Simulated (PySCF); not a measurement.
**How methods differ on the ionisation energy of P¹⁰⁺**

P¹⁰⁺ [He] 2s2 2p1 [2p1/2^1, M_J = 1/2] → P¹¹⁺ [He] 2s2, as a difference of total energies. Calculation: PySCF 2.14, in an uncontracted even-tempered set (18 s from 1.4 bohr⁻², ratio 2.4; 11 p from 1.9 bohr⁻², ratio 2.4; 5 d from 7.1 bohr⁻², ratio 2.6; 5 f from 11 bohr⁻², ratio 2.6); the two-component X2C-1e Hamiltonian. Correlated levels: nothing frozen; the 36 highest virtual spinors dropped. "Screened" scales the spin-orbit matrix elements by Boettger's factors to mimic the two-electron term; Breit and QED terms are absent.

```tsv
method	ionisation energy (eV)
GHF (spin-free)	479.40
GMP2 (spin-free)	479.37
GHF (screened spin-orbit)	480.24
GMP2 (screened spin-orbit)	480.22
```

For comparison: 479.44 ± 0.05 eV (semi-empirical (NIST evaluation); NIST Atomic Spectra Database, ionization energies).
